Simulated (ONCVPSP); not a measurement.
**K (Z = 19): excitation energies, all-electron against ONCV**

| Property | Result |
| --- | --- |
| Element | K (Z = 19) |
| Generator | ONCVPSP 4.0.1 |
| Type | optimised norm-conserving Vanderbilt (ONCV) |
| Functional | PBEsol |
| Relativity | scalar-relativistic |
| Frozen core | [Ne] |
| Valence charge | 9 |
| Reference configuration | 3s2 3p6 3d1 |
| Partial waves | 3s: rc 1.30 bohr, ncon 4, nbas 9, qcut 4.2 1/bohr, 1 projector; 3p: rc 2.15 bohr, ncon 4, nbas 7, qcut 5.3 1/bohr, 2 projectors, debl 0.7 Ha; 3d: rc 4.00 bohr, ncon 4, nbas 7, qcut 2.4 1/bohr, 2 projectors, debl 1.3 Ha |
| Local potential | polynomial inside 1.15 bohr (lpopt 5, dvloc0 4 Ha) |
| Core correction | Teter function, fcfact 5.75, rcfact 1.55 |

In the p channel the program set the typed energies aside and used -0.748, 0.250 Ha.

Energies are relative to the spin-unpolarised reference configuration 3s2 3p6 3d1; without spin polarisation the order of configurations can differ from experiment.

| valence configuration | charge | ΔE all-electron (eV) | error AE − PS (meV) |
| --- | --- | --- | --- |
| 3s2 3p6 3d0 4s1 | 0 | -2.409 | +22 |
| 3s2 3p6 3d0 4s0.5 | +0.5 | -0.788 | +20 |

Problem. What are ΔE and the potential's error for 3s2 3p6 3d0.5 4s0.5?

Solution. ΔE = -1.201 eV all-electron; the error (AE − PS) is +15 meV.

Problem. What are ΔE and the potential's error for 3s2 3p6 3d0?

Solution. ΔE = 1.808 eV all-electron; the error (AE − PS) is +13 meV.

Levels in the configuration 3s2 3p6 3d0 4s1:

| level | all-electron (eV) | pseudo (eV) |
| --- | --- | --- |
| 3s | -35.267 | -35.057 |
| 3p | -18.797 | -18.612 |
| 4s | -2.301 | -2.301 |
